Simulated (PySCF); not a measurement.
C3H8BNO, SMILES C[C@@H]1CB(N)O1.

The structure is a stationary point at B3LYP-D3(BJ)/def2-SVP. The structure was generated by enumeration; whether it is a known compound was not checked. The values are those of a single conformer.

Calculation: TDA-LC-ωPBE/def2-SVPD in PySCF.

Vertical excitations. Gas-phase values at a fixed geometry.

Computed excitation energies, oscillator strengths and character:
```
state  energy (eV)  λ (nm)      f                                                               main pairs
-----  -----------  ------  -----  -----------------------------------------------------------------------
S1            7.39     168  0.028                                                           HOMO→LUMO 79 %
S2            8.53     145  0.008                                   HOMO−1→LUMO+4 57 %, HOMO−1→LUMO+5 22 %
S3            8.58     144  0.019                                                         HOMO−1→LUMO 74 %
S4            8.66     143  0.006   HOMO→LUMO+1 32 %, HOMO→LUMO+5 13 %, HOMO−3→LUMO 12 %, HOMO→LUMO+2 10 %
S5            8.81     141  0.315                                       HOMO→LUMO+4 57 %, HOMO→LUMO+5 10 %
S6            9.07     137  0.003                    HOMO→LUMO+6 42 %, HOMO→LUMO+2 26 %, HOMO−3→LUMO+6 7 %
S7            9.18     135  0.031                                     HOMO−2→LUMO 50 %, HOMO−2→LUMO+1 15 %
S8            9.31     133  0.015                                   HOMO−2→LUMO+4 56 %, HOMO−2→LUMO+5 14 %
S9            9.45     131  0.023  HOMO→LUMO+9 16 %, HOMO→LUMO+1 14 %, HOMO→LUMO+2 11 %, HOMO−1→LUMO+1 8 %
S10           9.55     130  0.064                   HOMO−1→LUMO+1 24 %, HOMO→LUMO+2 13 %, HOMO→LUMO+5 13 %
T1            7.08     175      0                                                           HOMO→LUMO 70 %
T2            7.22     172      0                                       HOMO→LUMO+4 58 %, HOMO→LUMO+5 25 %
T3            7.72     161      0                                   HOMO−1→LUMO+4 61 %, HOMO−1→LUMO+5 21 %
T4            8.35     148      0     HOMO−1→LUMO 29 %, HOMO→LUMO+1 19 %, HOMO→LUMO+3 6 %, HOMO−3→LUMO 6 %
```
Triplets are in the Tamm–Dancoff approximation.
